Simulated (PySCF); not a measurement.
In(AsH2)(F)2 (AsF2H2In), SMILES [F][In]([F])[AsH2].

Coordinates come from a B3LYP-D3(BJ)/def2-SVP optimisation. The structure was generated by enumeration; whether it is a known compound was not checked. The def2 effective core potentials stand for the cores of In; spin–orbit coupling is left out.

Two levels are set side by side: PBE/def2-TZVP (PySCF) and r2SCAN/def2-TZVP (PySCF). Same geometry, gas phase. Differences are taken from unrounded values.

```tsv
quantity	r2SCAN	PBE	PBE minus r2SCAN
orbital gap (eV)	4.58	4.12	-0.46
highest occupied level (eV)	-7.70	-7.41	0.29
lowest empty level (eV)	-3.12	-3.28	-0.16
dipole moment (D)	4.37	4.36	-0.01
mean polarisability (bohr³)	67.1	69.2	2.1
```

Rough cost on one machine, each run with all the roots and properties that it gave: r2SCAN against PBE about 3 times.
